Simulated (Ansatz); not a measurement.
Total energies of GeIH3 (GeH3I) from Ansatz at r2SCAN-D4/def2-TZVP, gas phase (1 Eh = 27.2114 eV = 2625.5 kJ/mol). The reference geometry is relaxed at PBE0-D4/def2-TZVP.

| state | geometry | energy (Eh) |
| --- | --- | --- |
| charge 0 singlet | reference | -2376.64789 |
| charge 1 doublet | reference | -2376.28909 |
| free Ge atom (triplet) | – | -2076.90335 |
| free I atom (doublet) | – | -297.79508 |
| free H atom (doublet) | – | -0.49993 |

In the def2 sets I takes a core potential; there is no spin–orbit coupling.

(1) Work out the vertical ionisation energy to the doublet.

(2) What is the binding energy per atom against free atoms?

(1) E(charge 1 doublet) − E(charge 0 singlet) = -2376.28909 − (-2376.64789) = 0.35880 Eh = 9.76 eV. For comparison, −ε of the highest occupied level is 6.75 eV at this level, 3.01 eV less.

(2) Atoms: 1 × (-2076.90335) + 1 × (-297.79508) + 3 × (-0.49993) = -2376.19822 Eh. Binding: -2376.19822 − (-2376.64789) = 0.44967 Eh = 12.24 eV, or 2.45 eV for each of 5 atoms (no zero-point energy, no counterpoise term).
